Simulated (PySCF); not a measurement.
Bi: excitation energy

Bi [Xe] 4f14 5d10 6s2 6p3 (4S) → Bi [Xe] 4f14 5d10 6s2 6p2 6d1 (high-spin determinant), as a difference of total energies. Calculation: PySCF 2.14, in aug-cc-pVTZ-PP with one added diffuse shell each of d, f type with ECP60MDF (6s5p5d3f, 67 functions); scalar relativity through the core potential. Correlated levels: valence: 5s2 5p6 5d10 frozen. The calculations carry no spin-orbit coupling.

```tsv
method	excitation energy (eV)
UHF	6.546
MP2 (valence)	6.742
SCS-MP2 (valence)	6.684
CCSD (valence)	6.688
CCSD(T) (valence)	6.688
```

Question: How much does correlation contribute at CCSD(T) (valence)?

Answer: 6.688 − (6.546) = 0.142 eV, measured against UHF.

Spin-orbit coupling is strong in these open shells (close to jj coupling). The scalar numbers leave it out and a first-order estimate fails, so it can dominate the gap to the real levels.

The promoted electron is Rydberg-like, and one or two diffuse shells describe it only roughly, which tends to raise the upper state.

The coupled-cluster amplitudes are large for the upper state (T1 above 0.03 or a double amplitude above 0.15), so a single reference is strained.

The determinant of the upper state mixes LS terms, which raises its energy above the lowest term, most at the Hartree-Fock and MP2 levels.
